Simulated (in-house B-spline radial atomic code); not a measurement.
Computed with a B-spline radial atomic code. Model: two electrons, singlet ground state, non-relativistic, full CI in B-splines with partial waves to l = 8 (at full coupling up to 3e-4 hartree above the limit, correlation up to 0.6 % small), density held at that of full coupling by Lieb maximisation.

Along the adiabatic connection the electron repulsion is scaled by a coupling λ while a local potential keeps the density fixed. At λ = 0 the system is the Kohn-Sham one and W equals the exchange energy; the exchange-correlation energy is the area under W between 0 and 1. The kinetic energy rises with λ as the electrons avoid each other, with dT/dλ = −λ dW/dλ.

Command:
```bash
python run_ac.py task.json out
```
Settings (lengths in bohr, energies in hartree):
```
potential              harmonic
strength               22.7
lmax                   8
```

Time taken, with all properties: 4.5 s on 1 thread of Intel(R) Xeon(R) Processor @ 2.30GHz, on a shared host.

**W = mean repulsion less Hartree energy, and W of three functionals.**

Given: confinement harmonic well; well frequency 22.7 hartree; external potential omega^2 r^2/2.

Computed: PBE exchange minus exact 159.92 millihartree; SCAN exchange minus exact 12.618 millihartree.

| coupling | W xc (hartree) | W xc minus exchange (millihartree) | kinetic minus Kohn-Sham (millihartree) | LDA (PW92) W minus its exchange (millihartree) | PBE W minus its exchange (millihartree) | SCAN W minus its exchange (millihartree) |
| --- | --- | --- | --- | --- | --- | --- |
| 0 | -3.7462 | 0 | 0 | 0 | 0 | 0 |
| 0.02 | -3.7482 | -1.985 | 0 | -15.19 | -3.26 | -1.92 |
| 0.05 | -3.7511 | -4.953 | 0.1 | -32.38 | -8.09 | -4.76 |
| 0.12 | ? | ? | ? | ? | ? | ? |
| 0.25 | ? | ? | ? | ? | ? | ? |
| 0.4 | -3.7849 | -38.762 | 7.7 | -161.32 | -60.49 | -36.62 |
| 0.6 | -3.8036 | -57.426 | 17 | -215.31 | -87.88 | -54 |
| 0.8 | -3.8218 | -75.629 | 29.7 | -262.63 | -113.83 | -70.86 |
| 1 | -3.8396 | -93.388 | 45.7 | -305.23 | -138.53 | -87.27 |
| 1.4 | -3.8738 | -127.62 | 86.7 | -380.32 | -184.79 | -118.82 |
| 2 | -3.9221 | -175.95 | 168.7 | -475.59 | -247.75 | -163.35 |
| 3 | -3.9954 | -249.24 | 351.2 | -605.04 | -339.62 | -231.18 |
| 4.5 | -4.0908 | -344.59 | 706.8 | -757.47 | -455.35 | -320.65 |
| 7 | -4.2192 | -473.07 | 1438.6 | -947.67 | -608.72 | -444.73 |
| 10 | -4.3373 | -591.09 | 2433.7 | -1115.6 | -750.55 | -563.53 |

(1) What belongs in the row 0.12?

(2) What belongs in the row 0.25?

(3) What is the LDA exchange minus exact?

**Energy parts, natural occupations and partial-wave weights.**

Computed: exchange energy -3.7462 hartree; kinetic part of the DFT correlation energy 0.045722 hartree; initial slope twice GL2 -0.099374 hartree; kinetic part over minus potential part 0.48959; Hartree energy 7.4924 hartree; Kohn-Sham kinetic 33.128 hartree; Lieb Oxford ratio E_xc over LDA exchange 1.1846.

```
natural  occupation of the shell (electrons)
      s                               1.9985
      p                            0.0012927
      s                                    ?
      d                           6.4305e-05
      p                           1.3145e-05
      f                           8.7839e-06
```

(4) What belongs in the row s?

```csv
wave,weight
s,0.99931
p,0.00065333
d,?
f,4.8548e-06
g,1.1306e-06
```

(5) What belongs in the row d?

(6) What is the correlation energy?

(7) What is the total energy?

Answers

(1) W xc (hartree): -3.758; W xc minus exchange (millihartree): -11.835; kinetic minus Kohn-Sham (millihartree): 0.7; LDA (PW92) W minus its exchange (millihartree): -65.09; PBE W minus its exchange (millihartree): -19.13; SCAN W minus its exchange (millihartree): -11.31.

(2) W xc (hartree): -3.7706; W xc minus exchange (millihartree): -24.455; kinetic minus Kohn-Sham (millihartree): 3; LDA (PW92) W minus its exchange (millihartree): -114.14; PBE W minus its exchange (millihartree): -38.83; SCAN W minus its exchange (millihartree): -23.22.

(3) 543.58 millihartree.

(4) occupation of the shell (electrons): 7.4107e-05.

(5) weight: 3.3731e-05.

(6) -0.047666 hartree.

(7) 71.8260 hartree.

Half-way to full coupling W has made 51 % of its drop, against 50 % for a straight line, and second-order (GL2) theory, half the initial slope, overshoots the correlation energy by about 4 %: correlation is weak here. Over couplings 0 to 1 the errors in E_xc come to about +412 millihartree for LDA, +135 millihartree for PBE, +15 millihartree for SCAN, so SCAN is nearest. In LDA and PBE the errors of exchange and correlation have opposite signs, so the sum is smaller than the larger of the two.
